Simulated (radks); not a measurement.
Problem. Co I, 27 electrons, occupied as [Ar] 3d7.5 4s1.5 (fractional occupations, a model configuration). Method: scalar-relativistic Kohn-Sham, r2SCAN, spin-polarised, spherical densities, finite nucleus; open shells are filled with parallel spins first; meta-GGA in the generalised Kohn-Sham scheme; Fermi nuclear charge, rms radius 3.7875 fm; computed with a radial shooting solver on a logarithmic mesh with Libxc functionals. Some entries of the table are withheld. Estimate them.

orbital,occ.,eigenvalue (Ry),<r^2> (bohr^2),<r> (bohr)
1s up,1,-559.7456,0.004249,0.05620
1s down,1,-559.7451,0.004249,0.05620
2s up,1,-66.60792,0.07685,0.2551
2s down,1,-66.48939,0.07667,0.2548
2p up,3,-56.89149,0.06218,0.2250
2p down,3,-56.80111,0.06198,0.2247
3s up,1,-7.70196,0.6925,0.7743
3s down,1,-7.44463,0.6966,0.7766
3p up,3,-4.90006,(1),0.8183
3p down,3,-4.64466,(2),0.8221
3d up,5,(3),1.626,1.090
4s up,1,(4),9.933,2.922
3d down,2.5,(5),1.966,1.173
4s down,0.5,(6),11.59,3.142

Solution. 
(1) 3p up <r^2> (bohr^2): 0.7907
(2) 3p down <r^2> (bohr^2): 0.7984
(3) 3d up eigenvalue (Ry): -0.54842
(4) 4s up eigenvalue (Ry): -0.40955
(5) 3d down eigenvalue (Ry): -0.31644
(6) 4s down eigenvalue (Ry): -0.31465
